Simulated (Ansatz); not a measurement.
Two isomers of CH9NSi3: A = `N[Si@@H]1C[Si@H]1[SiH3]`, B = `[SiH3]/N=C\[SiH2][SiH3]`.

Program: Ansatz. Geometries: PBE0-D4/def2-TZVP. ΔE: electronic, gas phase. CCSD(T)/CBS adds triple-zeta CCSD(T) − MP2 to the extrapolated MP2 energy (def2 sets, frozen cores). DFT in def2-TZVPP. B3LYP here is the variant with VWN-RPA as its local correlation; programs differ in this. One conformer a species, not always the lowest.

A:

```xyz
14

N     2.4499   -1.5622    0.5695
Si    0.8427   -1.1606    0.1203
C     0.6324    0.1199   -1.2175
Si   -0.2019    0.8347    0.3766
Si   -2.5036    1.1154    0.2590
H     3.1660   -0.8590    0.4728
H     2.6002   -2.1023    1.4080
H     0.0216   -2.3893    0.0180
H     1.5191    0.6613   -1.5457
H    -0.0087   -0.1214   -2.0628
H     0.5543    1.9971    0.9178
H    -3.0837   -0.1046   -0.3666
H    -2.8961    2.2927   -0.5653
H    -3.0923    1.2783    1.6159
```

B:

```xyz
14

Si   -1.081   -1.637   -1.300
N    -1.439   -1.281    0.363
C    -1.174   -0.259    1.057
Si   -0.249    1.332    0.530
Si    2.049    0.892    0.457
H    -2.376   -1.830   -1.997
H    -0.295   -0.586   -2.013
H    -0.305   -2.901   -1.312
H    -1.496   -0.279    2.113
H    -0.535    2.375    1.554
H    -0.741    1.805   -0.791
H     2.805    2.095    0.015
H     2.522    0.497    1.811
H     2.316   -0.224   -0.488
```

Q: Which isomer does CCSD(T)/CBS put lower? Give the gap. (Best estimate.)

A: Computed: A, by 72.5 kJ/mol.

Q: Give E(B) − E(A) in kJ/mol with HF/def2-TZVPP, CCSD(T)/def2-TZVPP, B2PLYP, B3LYP, PBE-D4, ωB97M-V, CCSD/def2-TZVPP. (An estimate is asked.)

A: The calculation gave: HF/def2-TZVPP 27.5, CCSD(T)/def2-TZVPP 65.4, B2PLYP 61.6, B3LYP 56.4, PBE-D4 84.8, ωB97M-V 72.5, CCSD/def2-TZVPP 63.4. None reverses the order clearly.

Largest T1 diagnostic: 0.014.

From PBE to PBE0 (25 % exact exchange), in def2-TZVPP and without D4, E(B) − E(A) moves by +6.7 kJ/mol. In def2-TZVPP, CCSD(T) changes the Hartree–Fock value by +37.9 kJ/mol (the triples alone add +2.1 kJ/mol) and MP2 by +51.2 kJ/mol.
